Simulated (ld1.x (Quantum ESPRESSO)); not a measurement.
**u(r) = r·R(r): atom against pseudo-atom (aluminium)**

Columns: radius, all-electron u(r) and pseudo u(r) of the 3s shell (level -7.75 eV) of aluminium in the configuration [Ne] 3s2 3p1; PBE, scalar-relativistic, TM scheme, ld1.x (Quantum ESPRESSO) 7.5.

| r (bohr) | all-electron | pseudo |
| --- | --- | --- |
| 0.082 | 0.1417 | 0.0172 |
| 0.165 | -0.0077 | 0.0349 |
| 0.248 | -0.1665 | 0.0532 |
| 0.330 | -0.2632 | 0.0722 |
| 0.413 | -0.2955 | 0.0928 |
| 0.495 | -0.2767 | 0.1147 |
| 0.578 | -0.2225 | 0.1388 |
| 0.660 | -0.1480 | 0.1650 |
| 0.742 | -0.0625 | 0.1939 |
| 0.825 | 0.0277 | 0.2262 |
| 0.908 | 0.1168 | 0.2617 |
| 0.990 | 0.2006 | 0.2999 |
| 1.072 | 0.2781 | 0.3410 |
| 1.155 | 0.3492 | 0.3849 |
| 1.238 | 0.4123 | 0.4299 |
| 1.320 | 0.4669 | 0.4741 |
| 1.402 | 0.5139 | 0.5161 |
| 1.485 | 0.5544 | 0.5548 |
| 1.568 | 0.5882 | 0.5882 |
| 1.650 | 0.6155 | 0.6155 |
| 1.733 | 0.6373 | 0.6373 |
| 1.815 | 0.6536 | 0.6536 |
| 1.898 | 0.6650 | 0.6650 |
| 1.980 | 0.6719 | 0.6719 |
| 2.062 | 0.6748 | 0.6748 |
| 2.145 | 0.6742 | 0.6742 |

(1) How many radial nodes do the two functions have?

(2) At about which radius was the pseudo-wave matched?

(3) Is the pseudo-wave norm-conserving?

Results:

(1) The all-electron 3s function has n − l − 1 = 2; the pseudo-wave has 0, since the states of the same l below it are removed with the core.

(2) 1.65 bohr. The columns agree to 0.0005 from 1.49 bohr on; several derivatives are matched, so the curves merge somewhat inside the radius.

(3) Yes: the TM scheme keeps the norm inside the radius equal to the all-electron one, which fixes the energy derivative of the logarithmic derivative at the level.
